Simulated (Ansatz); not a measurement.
A first, cheap relaxation of CH8GeN2 (`[CH3][GeH]([NH2])[NH2]`).

```yaml
crystal:
  periodic: [false, false, false]
  atoms:
    - {symbol: C, position_ang: [-0.629800, 1.314000, -0.726400]}
    - {symbol: Ge, position_ang: [0.236100, -0.230100, -0.090400]}
    - {symbol: N, position_ang: [1.030500, 0.156300, 1.524800]}
    - {symbol: N, position_ang: [-0.919200, -1.594500, 0.142200]}
    - {symbol: H, position_ang: [-1.166400, 1.124100, -1.724600]}
    - {symbol: H, position_ang: [-1.445000, 1.685700, -0.000500]}
    - {symbol: H, position_ang: [0.082500, 2.181000, -0.874000]}
    - {symbol: H, position_ang: [1.349500, -0.644900, -1.128400]}
    - {symbol: H, position_ang: [1.779900, 0.911000, 1.390100]}
    - {symbol: H, position_ang: [1.590000, -0.702700, 1.841500]}
    - {symbol: H, position_ang: [-1.400900, -1.815600, -0.775500]}
    - {symbol: H, position_ang: [-0.430200, -2.439400, 0.455200]}
basis:
  gaussian: {orbitals: def2-SVP}
hamiltonian: {xc: pbe, dispersion: d4}
relax: {f_tol: 0.03, max_steps: 200}
```

```sh
$ ansatz run in.yaml --threads 4 --pin off --events-out ev --progress --plain --max-ram 10444MiB
```

It prints (some lines left out):

```
Functional definition: PBE
mean field -60641.90318366 eV, -2228.5488374413 hartree, gradient 4.6e-5 eV, S^2 0.000000; 0 other end points of the search recorded, 0 dependent functions left out
relax step   1: F+E_penalty+E_count = -60642.12332150 eV  Δ(F+E_penalty+E_count) = +0.000e0 eV  max|allowed force component| = 1.957e0 eV/Å  Δτ_max = 0.0000 Å  (27 SCF iters, accepted)
mean field -60642.16593982 eV, -2228.5584935522 hartree, gradient 9.2e-6 eV, S^2 0.000000; 0 other end points of the search recorded, 0 dependent functions left out
relax step   2: F+E_penalty+E_count = -60642.38514397 eV  Δ(F+E_penalty+E_count) = -2.618e-1 eV  max|allowed force component| = 8.197e-1 eV/Å  Δτ_max = 0.1167 Å  (28 SCF iters, accepted)
mean field -60642.20212709 eV, -2228.5598234097 hartree, gradient 8.2e-6 eV, S^2 0.000000; 0 other end points of the search recorded, 0 dependent functions left out
relax step   3: F+E_penalty+E_count = -60642.41971684 eV  Δ(F+E_penalty+E_count) = -3.457e-2 eV  max|allowed force component| = 9.641e-2 eV/Å  Δτ_max = 0.0335 Å  (30 SCF iters, accepted)
mean field -60642.20387551 eV, -2228.5598876630 hartree, gradient 7.7e-6 eV, S^2 0.000000; 0 other end points of the search recorded, 0 dependent functions left out
relax step   4: F+E_penalty+E_count = -60642.42188097 eV  Δ(F+E_penalty+E_count) = -2.164e-3 eV  max|allowed force component| = 5.619e-2 eV/Å  Δτ_max = 0.0191 Å  (29 SCF iters, accepted)
mean field -60642.20446892 eV, -2228.5599094703 hartree, gradient 7.7e-6 eV, S^2 0.000000; 0 other end points of the search recorded, 0 dependent functions left out
relax step   5: F+E_penalty+E_count = -60642.42254557 eV  Δ(F+E_penalty+E_count) = -6.646e-4 eV  max|allowed force component| = 4.421e-2 eV/Å  Δτ_max = 0.0149 Å  (30 SCF iters, accepted)
mean field -60642.21141820 eV, -2228.5601648515 hartree, gradient 2.2e-5 eV, S^2 0.000000; 0 other end points of the search recorded, 0 dependent functions left out
relax step   6: F+E_penalty+E_count = -60642.42949201 eV  Δ(F+E_penalty+E_count) = -6.946e-3 eV  max|allowed force component| = 7.818e-2 eV/Å  Δτ_max = 0.1671 Å  (27 SCF iters, accepted)
mean field -60642.21480838 eV, -2228.5602894384 hartree, gradient 8.7e-6 eV, S^2 0.000000; 0 other end points of the search recorded, 0 dependent functions left out
relax step   7: F+E_penalty+E_count = -60642.43293130 eV  Δ(F+E_penalty+E_count) = -3.439e-3 eV  max|allowed force component| = 2.502e-1 eV/Å  Δτ_max = 0.0680 Å  (29 SCF iters, accepted)
mean field -60642.23465127 eV, -2228.5610186513 hartree, gradient 8.2e-6 eV, S^2 0.000000; 0 other end points of the search recorded, 0 dependent functions left out
relax step   8: F+E_penalty+E_count = -60642.45251190 eV  Δ(F+E_penalty+E_count) = -1.958e-2 eV  max|allowed force component| = 1.175e-1 eV/Å  Δτ_max = 0.2000 Å  (33 SCF iters, accepted)
mean field -60642.24836404 eV, -2228.5615225860 hartree, gradient 8.9e-6 eV, S^2 0.000000; 0 other end points of the search recorded, 0 dependent functions left out
relax step   9: F+E_penalty+E_count = -60642.46643520 eV  Δ(F+E_penalty+E_count) = -1.392e-2 eV  max|allowed force component| = 7.410e-2 eV/Å  Δτ_max = 0.1999 Å  (28 SCF iters, accepted)
mean field -60642.25634552 eV, -2228.5618159001 hartree, gradient 6.4e-6 eV, S^2 0.000000; 0 other end points of the search recorded, 0 dependent functions left out
relax step  10: F+E_penalty+E_count = -60642.47441578 eV  Δ(F+E_penalty+E_count) = -7.981e-3 eV  max|allowed force component| = 1.920e-1 eV/Å  Δτ_max = 0.2000 Å  (28 SCF iters, accepted)
mean field -60642.16531423 eV, -2228.5584705618 hartree, gradient 9.4e-6 eV, S^2 0.000000; 0 other end points of the search recorded, 0 dependent functions left out
relax step  11: F+E_penalty+E_count = -60642.38423537 eV  Δ(F+E_penalty+E_count) = +9.018e-2 eV  max|allowed force component| = 1.481e0 eV/Å  Δτ_max = 0.2000 Å  (28 SCF iters, rejected (line search))
mean field -60642.26608508 eV, -2228.5621738223 hartree, gradient 1.0e-5 eV, S^2 0.000000; 0 other end points of the search recorded, 0 dependent functions left out
relax step  12: F+E_penalty+E_count = -60642.48403976 eV  Δ(F+E_penalty+E_count) = -9.624e-3 eV  max|allowed force component| = 7.934e-2 eV/Å  Δτ_max = 0.1000 Å  (29 SCF iters, accepted)
mean field -60642.27198299 eV, -2228.5623905666 hartree, gradient 1.1e-5 eV, S^2 0.000000; 0 other end points of the search recorded, 0 dependent functions left out
relax step  13: F+E_penalty+E_count = -60642.48987090 eV  Δ(F+E_penalty+E_count) = -5.831e-3 eV  max|allowed force component| = 2.816e-1 eV/Å  Δτ_max = 0.0989 Å  (29 SCF iters, accepted)
mean field -60642.22672808 eV, -2228.5607274794 hartree, gradient 1.5e-5 eV, S^2 0.000000; 0 other end points of the search recorded, 0 dependent functions left out
relax step  14: F+E_penalty+E_count = -60642.44408145 eV  Δ(F+E_penalty+E_count) = +4.579e-2 eV  max|allowed force component| = 1.227e0 eV/Å  Δτ_max = 0.1464 Å  (27 SCF iters, rejected (line search))
mean field -60642.27824918 eV, -2228.5626208450 hartree, gradient 9.1e-6 eV, S^2 0.000000; 0 other end points of the search recorded, 0 dependent functions left out
relax step  15: F+E_penalty+E_count = -60642.49595639 eV  Δ(F+E_penalty+E_count) = -6.085e-3 eV  max|allowed force component| = 1.535e-1 eV/Å  Δτ_max = 0.0719 Å  (29 SCF iters, accepted)
mean field -60642.28274092 eV, -2228.5627859134 hartree, gradient 9.1e-6 eV, S^2 0.000000; 0 other end points of the search recorded, 0 dependent functions left out
relax step  16: F+E_penalty+E_count = -60642.50033895 eV  Δ(F+E_penalty+E_count) = -4.383e-3 eV  max|allowed force component| = 1.685e-1 eV/Å  Δτ_max = 0.0746 Å  (29 SCF iters, accepted)
mean field -60642.28425187 eV, -2228.5628414395 hartree, gradient 1.0e-5 eV, S^2 0.000000; 0 other end points of the search recorded, 0 dependent functions left out
relax step  17: F+E_penalty+E_count = -60642.50168274 eV  Δ(F+E_penalty+E_count) = -1.344e-3 eV  max|allowed force component| = 4.391e-1 eV/Å  Δτ_max = 0.1099 Å  (29 SCF iters, accepted)
mean field -60642.29103739 eV, -2228.5630908028 hartree, gradient 1.2e-5 eV, S^2 0.000000; 0 other end points of the search recorded, 0 dependent functions left out
relax step  18: F+E_penalty+E_count = -60642.50852768 eV  Δ(F+E_penalty+E_count) = -6.845e-3 eV  max|allowed force component| = 1.069e-1 eV/Å  Δτ_max = 0.1688 Å  (28 SCF iters, accepted)
mean field -60642.29174705 eV, -2228.5631168824 hartree, gradient 8.7e-6 eV, S^2 0.000000; 0 other end points of the search recorded, 0 dependent functions left out
relax step  19: F+E_penalty+E_count = -60642.50977881 eV  Δ(F+E_penalty+E_count) = -1.251e-3 eV  max|allowed force component| = 1.677e-1 eV/Å  Δτ_max = 0.0842 Å  (29 SCF iters, accepted)
mean field -60642.29488816 eV, -2228.5632323162 hartree, gradient 7.7e-6 eV, S^2 0.000000; 0 other end points of the search recorded, 0 dependent functions left out
relax step  20: F+E_penalty+E_count = -60642.51246609 eV  Δ(F+E_penalty+E_count) = -2.687e-3 eV  max|allowed force component| = 5.782e-2 eV/Å  Δτ_max = 0.0324 Å  (30 SCF iters, accepted)
mean field -60642.29464529 eV, -2228.5632233908 hartree, gradient 7.7e-6 eV, S^2 0.000000; 0 other end points of the search recorded, 0 dependent functions left out
relax step  21: F+E_penalty+E_count = -60642.51236471 eV  Δ(F+E_penalty+E_count) = +1.014e-4 eV  max|allowed force component| = 4.135e-2 eV/Å  Δτ_max = 0.0207 Å  (30 SCF iters, rejected (line search))
mean field -60642.29515777 eV, -2228.5632422241 hartree, gradient 7.6e-6 eV, S^2 0.000000; 0 other end points of the search recorded, 0 dependent functions left out
relax step  22: F+E_penalty+E_count = -60642.51277024 eV  Δ(F+E_penalty+E_count) = -3.042e-4 eV  max|allowed force component| = 9.786e-3 eV/Å  Δτ_max = 0.0101 Å  (30 SCF iters, accepted)
mean field -60642.29515777 eV, -2228.5632422241 hartree, gradient 8.4e-6 eV, S^2 0.000000; 1 other end points of the search recorded, 0 dependent functions left out
Total energy: -60642.51280968 eV, -2228.5712407841 hartree
Atom 0 at    -0.759185     1.313135    -0.734940 Å, force     0.003606     0.001114     0.004166 eV/Å
Atom 1 at     0.408064    -0.168052    -0.212478 Å, force     0.000582     0.002425    -0.005698 eV/Å
Atom 2 at     1.342347     0.300196     1.319362 Å, force     0.008154    -0.000502     0.003400 eV/Å
Atom 3 at    -0.728747    -1.603582     0.144600 Å, force    -0.009786    -0.001756     0.006818 eV/Å
Atom 4 at    -1.268582     1.102543    -1.696165 Å, force    -0.000138    -0.001008     0.000933 eV/Å
Atom 5 at    -1.529470     1.479844     0.043704 Å, force     0.001367    -0.000478    -0.000509 eV/Å
Atom 6 at    -0.160015     2.237222    -0.845274 Å, force    -0.001162     0.001551    -0.002358 eV/Å
Atom 7 at     1.517250    -0.437350    -1.282348 Å, force    -0.003218     0.002142     0.001500 eV/Å
Atom 8 at     2.192967    -0.257313     1.457804 Å, force    -0.004160    -0.002846    -0.002037 eV/Å
Atom 9 at     0.772235     0.205533     2.168907 Å, force    -0.003543     0.003005    -0.001645 eV/Å
Atom 10 at    -1.463515    -1.721594    -0.564206 Å, force     0.005444    -0.003727    -0.003350 eV/Å
Atom 11 at    -0.246350    -2.505681     0.235034 Å, force     0.002854     0.000080    -0.001221 eV/Å
Dipole moment:    -0.060169    -0.272837    -0.057233 e Å
```

Run time 27 s (4 threads of an Intel Xeon Platinum 8259CL on a shared host); peak host memory 0.18 GiB.
